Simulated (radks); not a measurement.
Ionisation of neutral terbium, [Xe] 4f9 6s2, to [Xe] 4f9 6s1 as the strength of local exchange is varied. Calculated with a radial shooting solver on a logarithmic mesh with Libxc functionals: Dirac Kohn-Sham, Slater X-alpha exchange (alpha = 2/3 is LDA exchange), no correlation, spin-unpolarised, spherical densities, finite nucleus; open shells fill j = l - 1/2 first; Fermi nuclear charge, rms radius 5.06 fm.

alpha,E(Tb) (hartree),exchange (hartree),IE (eV),-e of the level emptied (eV),<r> of it (bohr)
0.582,-11672.9756,-211.3854,5.134,2.702 (6s1/2),4.325
0.667,-11703.8930,-242.9625,5.512,3.036 (6s1/2),4.229
0.741,-11730.8821,-270.5933,5.860,3.352 (6s1/2),4.144
0.911,-11793.1383,-334.5634,6.716,4.142 (6s1/2),3.957
0.918,-11795.7093,-337.2122,6.753,4.176 (6s1/2),3.949
1.008,-11828.8184,-371.3714,7.235,4.628 (6s1/2),3.857
1.045,-11842.4584,-385.4702,7.439,4.820 (6s1/2),3.820

NIST Atomic Spectra Database: 5.864 eV (measured). The Delta-SCF value meets it near alpha = 0.74. Spin polarisation and multiplet splitting are left out, so open shells lie too high by an amount that depends on their filling.

Beside tabulated values, note that spin-unpolarised runs miss the spin-polarisation part of the exchange energy of open shells.
